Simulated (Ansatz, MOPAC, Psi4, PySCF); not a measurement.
Pair of molecules: CH4O (SMILES CO) (first 6 atoms) with CH6Si (SMILES C[SiH3]); geometry from B3LYP-D3(BJ)/def2-TZVP, rigid monomers moved along the line of their centres of mass till O2···Si8 is 5.89 Å.
(charge 0, multiplicity 1):
```xyz
14

C      0.33690    -0.27053    -0.27642
O      0.52993     0.78422     0.65793
H     -0.21442    -1.10857     0.16176
H      1.32678    -0.62097    -0.56478
H     -0.18588     0.07090    -1.17587
H     -0.33090     1.10812     0.94283
C      1.11489     0.08375     6.62319
Si    -0.60484    -0.56833     6.28092
H      1.58312     0.38998     5.68743
H      1.73467    -0.68396     7.09030
H      1.08025     0.94376     7.29454
H     -1.45810     0.47408     5.65045
H     -1.27876    -0.98142     7.53793
H     -0.57346    -1.74163     5.37505
```

Interaction energies are E(AB) − E(A) − E(B) at the monomers' geometry in the complex; basis-set methods are counterpoise corrected. Rows marked so take none.

Correlated levels freeze the cores. Rows in 6-31G* carry no dispersion term and start afresh at each structure (6-31G* with six Cartesian d functions). The state reached by AM1 isn't checked.

Codes used: Ansatz (a program for electronic structure) with Gaussian orbitals; MOPAC for AM1 (differences of heats of formation); Psi4 for SAPT; PySCF for 6-31G* rows, the dispersion terms. 

```tsv
level	interaction energy (meV)
AM1	-2.8
HF/6-31G*	-8.4
B3LYP/6-31G*	-7.0
B3LYP/6-31G* (no counterpoise)	-7.7
B3LYP-D3(BJ)/def2-TZVPPD	-11.5
PBE0-D3(BJ)/def2-TZVPPD	(withheld)
wB97X-V/def2-TZVPPD	-11.5
CCSD(T)/aug-cc-pV(D+d)Z	-11.5
SAPT0/jun-cc-pV(D+d)Z	-11.6
```

Question: What belongs in the gaps?

Answer: 
- PBE0-D3(BJ)/def2-TZVPPD, interaction energy (meV): -12.5
